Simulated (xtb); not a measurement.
TiI3, SMILES [I][Ti+]([I])[I], charge +1, multiplicity 1. All values are semi-empirical tight-binding results from xtb (GFN2-xTB unless named), good for trends rather than for accurate numbers. Geometry: GFN2-xTB. The multiplicity is an assumed one; other spin states were not compared. The isomer is the one that the SMILES or the coordinates give; other isomers of the formula were not compared.

Optimised geometry:

```xyz
4

Ti     0.0000     0.0000     1.0263
I      2.0475    -1.1821    -0.1420
I     -2.0475    -1.1821    -0.1420
I      0.0000     2.3642    -0.1420
```
Charge +1, spin multiplicity 1.

For metal compounds this method's bond lengths and energies can be far off.

The point group as xtb finds it comes out as C3v, the orbital gap comes out as 1.15 eV and the zero-point energy is 1.6 kcal/mol. The G − E(el) at 298.15 K (modified RRHO) comes out as -21.0 kcal/mol.

Computed atomic charges and the Wiberg bond orders between heavy atoms:
charges (e) Ti1 0.86, I2 0.05, I3 0.05, I4 0.05. Bond orders Ti1–I2 1.47, Ti1–I3 1.47, Ti1–I4 1.47.
